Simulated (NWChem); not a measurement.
System: trichloroethylene (C2HCl3); SMILES ClC=C(Cl)Cl

The following NWChem deck was run.

```
start job
memory heap 200 mb stack 900 mb global 1100 mb
geometry units angstroms noautoz
  Cl    -0.374122    -2.249357     0.000000
  C     -0.925272    -0.631667     0.000000
  C     -0.108454     0.430210     0.000000
  Cl     1.598862     0.313195     0.000000
  Cl    -0.754350     2.025529     0.000000
  H     -2.007731    -0.496290     0.000000
end
basis spherical
  * library 3-21g
end
dft
  xc b3lyp
  iterations 150
  mulliken
end
task dft energy
```

All runs use the structure optimised with PBE0/def2-SVP.

Problem. Predict the main results of this run. (B3LYP/3-21G.) Quantities: basis functions; energy (Ha); highest occupied level (eV); orbital gap (eV); dipole (D).

Solution. number of basis functions: 59
energy (Ha): -1450.31
highest occupied level (eV): -7.21
orbital gap (eV): 6.39
dipole (D): 1.12
